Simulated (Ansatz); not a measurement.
Problem. Predict a relaxed structure of cyclo-(AsH)3 (As₃H₃), charge 0, singlet, at PBE-D4/def2-SVP (Ansatz).

Solution. 
Cartesian coordinates in Å:
```
As -0.8830 -0.2047 1.1519
As -0.4183 0.9516 -0.9846
As 0.7406 -1.1731 -0.4735
H 0.1732 0.6539 1.8817
H -1.5677 0.1813 -1.6733
H 1.9552 -0.4090 0.0978
```
Point group Cs (tolerance 0.1 Å). This is one stationary point.
